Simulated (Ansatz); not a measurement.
Ansatz (an electronic-structure program) input (MP2/def2-TZVP):

Ansatz 0.2 input:
```yaml
crystal:
  periodic: [false, false, false]
  atoms:
    - {symbol: H, position_ang: [-0.00000000, -0.00000000, -1.76984242]}
    - {symbol: B, position_ang: [-0.00000000, -0.00000000, -0.60173872]}
    - {symbol: O, position_ang: [0.00000000, 0.00000000, 0.59731700]}
basis:
  gaussian:
    orbitals: def2-TZVP
magnetization: {spin_polarized: false}
correlation: {method: mp2, electrons: outside_noble_gas}
relax: {f_tol: 0.003, max_steps: 100}
```

Output:

```
Functional definition: HF
these checks for a lower state are left out or cut short: cluster_reference
integrals: 0.02 GiB planned
484 factors; integrals over basis functions are off by at most 4.3e-4 eV
mean field: 0.08 GiB planned
mean field evaluation 1: about -2723.0695 eV, gradient 4.3e1 eV
mean field evaluation 2: about -2723.0696 eV, gradient 4.3e1 eV
mean field evaluation 4: about -2726.7753 eV, gradient 2.3e0 eV
mean field evaluation 8: about -2726.8021 eV, gradient 9.6e-5 eV
mean field -2726.80214480 eV, -100.2081305284 hartree, gradient 1.1e-6 eV, S^2 0.000000; 0 other end points of the search recorded, 0 dependent functions left out
2 core orbitals not correlated
reference -2726.80214480 eV, -100.2081305284 hartree; 5, 5 occupied and 61, 61 virtual orbitals, 484 factors
densities: 0.08 GiB planned
second order -8.89751234 eV of doubles, -0.00000000 eV of singles
the calculation of the forces begins
relax step   1: F+E_penalty+E_count = -2735.69965714 eV  Δ(F+E_penalty+E_count) = +0.000e0 eV  max|allowed force component| = 1.236e0 eV/Å  Δτ_max = 0.0000 Å  (42 SCF iters, accepted)
these checks for a lower state are left out or cut short: starts, cluster_reference, orbital_swaps, neighbouring_geometries, increment
integrals: 0.02 GiB planned
484 factors; integrals over basis functions are off by at most 4.4e-4 eV
mean field: 0.08 GiB planned
mean field evaluation 16: about -2726.7735 eV, gradient 2.4e-3 eV
mean field -2726.77383776 eV, -100.2070902639 hartree, gradient 2.3e-6 eV, S^2 0.000000; 0 other end points of the search recorded, 0 dependent functions left out
2 core orbitals not correlated
reference -2726.77383776 eV, -100.2070902639 hartree; 5, 5 occupied and 61, 61 virtual orbitals, 484 factors
densities: 0.08 GiB planned
second order -8.93412569 eV of doubles, -0.00000000 eV of singles
the calculation of the forces begins
relax step   2: F+E_penalty+E_count = -2735.70796345 eV  Δ(F+E_penalty+E_count) = -8.306e-3 eV  max|allowed force component| = 1.752e-1 eV/Å  Δτ_max = 0.0083 Å  (33 SCF iters, accepted)
these checks for a lower state are left out or cut short: starts, cluster_reference, orbital_swaps, neighbouring_geometries, increment
integrals: 0.02 GiB planned
484 factors; integrals over basis functions are off by at most 4.4e-4 eV
mean field: 0.08 GiB planned
mean field -2726.76781831 eV, -100.2068690533 hartree, gradient 2.7e-6 eV, S^2 0.000000; 0 other end points of the search recorded, 0 dependent functions left out
2 core orbitals not correlated
reference -2726.76781831 eV, -100.2068690533 hartree; 5, 5 occupied and 61, 61 virtual orbitals, 484 factors
densities: 0.08 GiB planned
second order -8.94032818 eV of doubles, -0.00000000 eV of singles
the calculation of the forces begins
relax step   3: F+E_penalty+E_count = -2735.70814649 eV  Δ(F+E_penalty+E_count) = -1.830e-4 eV  max|allowed force component| = 4.728e-3 eV/Å  Δτ_max = 0.0015 Å  (31 SCF iters, accepted)
these checks for a lower state are left out or cut short: starts, cluster_reference, orbital_swaps, neighbouring_geometries, increment
integrals: 0.02 GiB planned
484 factors; integrals over basis functions are off by at most 4.4e-4 eV
mean field: 0.08 GiB planned
mean field evaluation 32: about -2726.7673 eV, gradient 1.1e-2 eV
mean field -2726.76763593 eV, -100.2068623508 hartree, gradient 1.4e-6 eV, S^2 0.000000; 0 other end points of the search recorded, 0 dependent functions left out
2 core orbitals not correlated
reference -2726.76763593 eV, -100.2068623508 hartree; 5, 5 occupied and 61, 61 virtual orbitals, 484 factors
densities: 0.08 GiB planned
second order -8.94051075 eV of doubles, -0.00000000 eV of singles
the calculation of the forces begins
relax step   4: F+E_penalty+E_count = -2735.70814667 eV  Δ(F+E_penalty+E_count) = -1.881e-7 eV  max|allowed force component| = 3.009e-4 eV/Å  Δτ_max = 0.0001 Å  (24 SCF iters, accepted)
these checks for a lower state are left out or cut short: cluster_reference
integrals: 0.02 GiB planned
484 factors; integrals over basis functions are off by at most 4.4e-4 eV
mean field: 0.08 GiB planned
mean field -2726.76763593 eV, -100.2068623508 hartree, gradient 1.4e-6 eV, S^2 0.000000; 1 other end points of the search recorded, 0 dependent functions left out
2 core orbitals not correlated
reference -2726.76763593 eV, -100.2068623508 hartree; 5, 5 occupied and 61, 61 virtual orbitals, 484 factors
densities: 0.08 GiB planned
second order -8.94051075 eV of doubles, -0.00000000 eV of singles
the calculation of the forces begins
Total energy: -2735.70814667 eV, -100.5354200607 hartree
Atom 0 at    -0.000000     0.000000    -1.775633 Å, force    -0.000000    -0.000000    -0.000254 eV/Å
Atom 1 at     0.000000    -0.000000    -0.605783 Å, force    -0.000000    -0.000000     0.000301 eV/Å
Atom 2 at    -0.000000     0.000000     0.607152 Å, force     0.000000     0.000000    -0.000047 eV/Å
Dipole moment:     0.000000    -0.000000    -0.548524 e Å
Checks for a lower state left out: cluster_reference
```
